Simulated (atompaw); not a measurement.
**Reading a pseudo-wave (carbon (C))**

Columns: radius, all-electron u(r) and pseudo u(r) of the 2p shell (level -5.46 eV) of carbon in the configuration [He] 2s1.5 2p2.5; PBEsol, scalar-relativistic, PAW (atompaw) scheme, atompaw 4.2.0.5.

```json
{"r (bohr)": "0.112", "all-electron": "0.0575", "pseudo": "0.0015"}
{"r (bohr)": "0.223", "all-electron": "0.1703", "pseudo": "0.0060"}
{"r (bohr)": "0.335", "all-electron": "0.2930", "pseudo": "0.0137"}
{"r (bohr)": "0.446", "all-electron": "0.4038", "pseudo": "0.0243"}
{"r (bohr)": "0.558", "all-electron": "0.4977", "pseudo": "0.0381"}
{"r (bohr)": "0.669", "all-electron": "0.5722", "pseudo": "0.0549"}
{"r (bohr)": "0.781", "all-electron": "0.6293", "pseudo": "0.0750"}
{"r (bohr)": "0.892", "all-electron": "0.6692", "pseudo": "0.0979"}
{"r (bohr)": "1.004", "all-electron": "0.6945", "pseudo": "0.1241"}
{"r (bohr)": "1.115", "all-electron": "0.7073", "pseudo": "0.1529"}
{"r (bohr)": "1.227", "all-electron": "0.7099", "pseudo": "0.1844"}
{"r (bohr)": "1.338", "all-electron": "0.7043", "pseudo": "0.2177"}
{"r (bohr)": "1.450", "all-electron": "0.6924", "pseudo": "0.2529"}
{"r (bohr)": "1.562", "all-electron": "0.6755", "pseudo": "0.2888"}
{"r (bohr)": "1.673", "all-electron": "0.6553", "pseudo": "0.3241"}
{"r (bohr)": "1.785", "all-electron": "0.6322", "pseudo": "0.3582"}
{"r (bohr)": "1.896", "all-electron": "0.6076", "pseudo": "0.3892"}
{"r (bohr)": "2.008", "all-electron": "0.5817", "pseudo": "0.4160"}
{"r (bohr)": "2.119", "all-electron": "0.5554", "pseudo": "0.4367"}
{"r (bohr)": "2.231", "all-electron": "0.5287", "pseudo": "0.4504"}
{"r (bohr)": "2.342", "all-electron": "0.5023", "pseudo": "0.4556"}
{"r (bohr)": "2.454", "all-electron": "0.4761", "pseudo": "0.4524"}
{"r (bohr)": "2.565", "all-electron": "0.4507", "pseudo": "0.4411"}
{"r (bohr)": "2.677", "all-electron": "0.4257", "pseudo": "0.4232"}
{"r (bohr)": "2.788", "all-electron": "0.4018", "pseudo": "0.4016"}
{"r (bohr)": "2.900", "all-electron": "0.3787", "pseudo": "0.3787"}
```

**Question.** How many radial nodes do the two functions have?

**Answer.** The all-electron 2p function has n − l − 1 = 0; the pseudo-wave has 0.

**Question.** Where does each function peak?

**Answer.** Outermost all-electron maximum near 1.23 bohr, pseudo maximum near 2.34 bohr (to the table’s step).

**Question.** Is the pseudo-wave norm-conserving?

**Answer.** No, it belongs to a PAW set: the norm inside the radius is not constrained, and the difference is carried by the augmentation charge.
